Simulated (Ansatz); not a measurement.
```yaml
crystal:
  periodic: [false, false, false]
  atoms:
    - {symbol: C, position_ang: [-0.820744, 1.175271, -1.079695]}
    - {symbol: Ga, position_ang: [0.990977, 0.180472, -0.427889]}
    - {symbol: C, position_ang: [0.809233, -1.162970, 0.879441]}
    - {symbol: H, position_ang: [-1.402080, 0.391975, -1.223031]}
    - {symbol: H, position_ang: [-0.851006, 1.907454, -1.713930]}
    - {symbol: H, position_ang: [-1.109634, 1.658753, -0.193825]}
    - {symbol: H, position_ang: [0.137942, -2.024091, 0.600182]}
    - {symbol: H, position_ang: [1.656443, -1.536734, 1.054195]}
    - {symbol: H, position_ang: [0.562306, -0.873042, 1.817236]}
basis:
  gaussian: {orbitals: def2-mTZVP, nuclear_model: gaussian}
magnetization: {spin_polarized: true, initial_magnetization: 1}
hamiltonian: {xc: {name: B3LYP}, dispersion: d3bj}
output: {forces: true}
```

```sh
$ ansatz run in.yaml --threads 4 --pin off --events-out ev --progress --plain --max-ram 10444MiB
```

It prints (some lines left out):

```
Functional definition: B3LYP
897 factors; integrals over basis functions are off by at most 1.1e-3 eV
mean field evaluation 1: about -54530.9488 eV, gradient 6.5e1 eV
mean field evaluation 2: about -54512.0094 eV, gradient 8.1e1 eV
mean field evaluation 4: about -54548.8661 eV, gradient 8.1e0 eV
mean field evaluation 8: about -54549.1683 eV, gradient 1.6e-1 eV
mean field evaluation 16: about -54549.1684 eV, gradient 6.5e-5 eV
mean field -54549.16842814 eV, -2004.6449649797 hartree, gradient 6.6e-5 eV, S^2 0.752639; 0 other end points of the search recorded, 0 dependent functions left out
reference -54549.16869007 eV, -2004.6449746055 hartree; 25, 24 occupied and 67, 68 virtual orbitals, 897 factors
Total energy: -54549.42395075 eV, -2004.6543552625 hartree
Atom 0 at    -0.820744     1.175271    -1.079695 Å, force     4.045866    -1.255799     4.276908 eV/Å
Atom 1 at     0.990977     0.180472    -0.427889 Å, force    -0.705042     2.300874    -1.979243 eV/Å
Atom 2 at     0.809233    -1.162970     0.879441 Å, force    -5.911359    -0.582184    -2.403351 eV/Å
Atom 3 at    -1.402080     0.391975    -1.223031 Å, force    -3.007199    -3.432317    -1.101614 eV/Å
Atom 4 at    -0.851006     1.907454    -1.713930 Å, force     0.228950     3.587366    -4.476867 eV/Å
Atom 5 at    -1.109634     1.658753    -0.193825 Å, force    -0.523476     0.379101     1.832583 eV/Å
Atom 6 at     0.137942    -2.024091     0.600182 Å, force     0.376047     0.858011     0.101675 eV/Å
Atom 7 at     1.656443    -1.536734     1.054195 Å, force     7.091400    -3.315617     0.820018 eV/Å
Atom 8 at     0.562306    -0.873042     1.817236 Å, force    -1.595187     1.460565     2.929891 eV/Å
Dipole moment:    -0.017165    -0.119151     0.150595 e Å
```

Run time 1.7 s (4 threads of an Arm Neoverse V1 on a shared host); peak host memory 0.23 GiB.
